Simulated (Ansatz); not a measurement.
Relaxation of Ga2H2⁺ with UKS PBE-D4/def2-TZVP.

```sh
$ ansatz run in.yaml --threads 4 --pin off --events-out ev --progress --plain --max-ram 3916MiB
```

```yaml
crystal:
  periodic: [false, false, false]
  atoms:
    - {symbol: Ga, position_ang: [0.710500, -0.439180, 1.049970]}
    - {symbol: Ga, position_ang: [-0.710480, -0.147530, -1.046230]}
    - {symbol: H, position_ang: [-2.312290, 0.435840, -1.103250]}
    - {symbol: H, position_ang: [2.312280, 0.150880, 1.099510]}
basis:
  gaussian: {orbitals: def2-TZVP}
total_charge: 1
magnetization: {spin_polarized: true, initial_magnetization: 1}
hamiltonian: {xc: pbe, dispersion: d4}
scf: {omitted_lower_state_checks: [starts]}
output: {orbitals: {seedname: orbitals}}
relax: {f_tol: 0.02, max_steps: 100}
```

Hardware: 4 threads of Arm Neoverse V1 on a shared host. Wall time 9.5 s.

Positions (Å) and forces (eV/Å) at steps 1, 2, 3, 4, 5, 7, 8 of 8:

```xyz
4
step=1 energy=-104763.8016 eV
Ga    0.711   -0.439    1.050    1.513    0.436   -0.027
Ga   -0.710   -0.148   -1.046   -1.547    0.422    0.022
H    -2.312    0.436   -1.103    0.963   -0.393   -0.248
H     2.312    0.151    1.100   -0.930   -0.465    0.252
4
step=2 energy=-104764.0842 eV
Ga    0.879   -0.395    0.976   -0.037    0.147   -0.098
Ga   -0.889   -0.124   -0.973    0.060    0.132    0.122
H    -2.371    0.419   -1.234    0.035   -0.141   -0.009
H     2.381    0.100    1.231   -0.058   -0.138   -0.015
4
step=3 energy=-104764.1013 eV
Ga    0.874   -0.368    0.968   -0.078    0.113   -0.071
Ga   -0.882   -0.094   -0.960    0.083    0.110    0.089
H    -2.373    0.389   -1.239   -0.009   -0.115   -0.009
H     2.382    0.072    1.231    0.004   -0.108   -0.009
4
step=4 energy=-104764.1451 eV
Ga    0.825   -0.222    0.995    0.146    0.053   -0.095
Ga   -0.832    0.099   -0.946   -0.165    0.010    0.081
H    -2.389    0.209   -1.244    0.052   -0.017   -0.065
H     2.395   -0.086    1.195   -0.033   -0.046    0.079
4
step=5 energy=-104764.1529 eV
Ga    0.846   -0.140    0.962    0.244   -0.025    0.084
Ga   -0.854    0.184   -0.918   -0.277   -0.010   -0.117
H    -2.414    0.128   -1.275    0.212    0.020    0.052
H     2.421   -0.172    1.231   -0.179    0.014   -0.019
4
step=7 energy=-104764.1573 eV rejected
Ga    0.853   -0.152    0.948    0.026    0.000   -0.018
Ga   -0.854    0.172   -0.948   -0.022   -0.010    0.018
H    -2.409    0.139   -1.247    0.005    0.008   -0.012
H     2.410   -0.160    1.247   -0.010    0.002    0.012
4
step=8 energy=-104764.1577 eV
Ga    0.856   -0.160    0.951    0.008    0.001   -0.007
Ga   -0.859    0.162   -0.938   -0.006   -0.002    0.003
H    -2.410    0.150   -1.257    0.003    0.001   -0.001
H     2.413   -0.151    1.245   -0.005    0.000    0.004
```

The structure comes from a short search, and lower isomers may exist.
